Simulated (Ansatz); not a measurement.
```csv
atom,x (Å),y (Å),z (Å)
C,0.0000,-0.0001,0.0001
C,0.0001,0.0000,1.4549
C,0.0001,1.1109,-0.7494
C,-0.0001,-1.1109,2.2044
H,0.0000,-0.9625,-0.5117
H,-0.0001,0.9624,1.9668
H,-0.0001,1.0538,-1.8379
H,0.0000,2.0987,-0.2886
H,-0.0001,-1.0538,3.2928
H,0.0001,-2.0987,1.7436
```

Basis set: cc-pVDZ (spherical functions). Left uncorrelated: 4 orbitals. Charge 0, multiplicity 1.

Computed with Ansatz (development build ahead of 0.2.0); each method stands on the lowest determinant of its kind that the runs found. Restricted open shells among the atoms or ions are ROHF, correlated in semicanonical orbitals with singles.

Task: Give the atomization energy at this shape (free ground-state atoms in the same class of orbitals less the molecule, no zero-point energy) of singlet C4H6 by RHF-MP2, RHF.

Result:

| method | atomization energy |
| --- | --- |
| RHF-MP2 | 41.40 eV |
| RHF | 32.89 eV |
